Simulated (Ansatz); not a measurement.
Gas-phase reaction in SMILES: [F][Ge]([F])([F])[I] [trifluoro(iodo)germane] -> F atom + [F][Ge]([F])[I] (the F-Ge bond breaks)

Wanted: bond dissociation energy (enthalpy at 298 K), in kcal/mol. Conventions: valence correlation only (noble-gas shells and the d and f shells of earlier blocks); no spin-orbit coupling; six Cartesian d functions in 6-31G* and its kin unless marked 5d; LANL2DZ with its own core potentials from Na on; STO-3G and 3-21G all-electron and non-relativistic; UHF or UKS for open shells. Ab initio and DFT rows: single points at B3LYP-D3(BJ) geometries (Ansatz, an electronic-structure program), with unscaled harmonic terms from B3LYP/6-31G* (LANL2DZ past Ar) (Ansatz) at its own minima.

```
level                            program  bond dissociation energy (enthalpy at 298 K) (kcal/mol)
-------------------------------  -------  -------------------------------------------------------
MP2/STO-3G                        Ansatz                                                     77.4
MP2/3-21G                         Ansatz                                                    120.6
MP2/LANL2DZ                       Ansatz                                                    101.5
MP2/6-31G* with LANL2DZ past Ar   Ansatz                                                    129.3
```

No value to compare with is used here. The 4 habitual levels span 77.4 (MP2/STO-3G) to 129.3 kcal/mol (MP2/6-31G* with LANL2DZ past Ar).

The sets are all those run for this method; left out are runs that failed, that the program found above a lower state of the same kind, or whose <S^2> lies over 0.5 above the pure value.
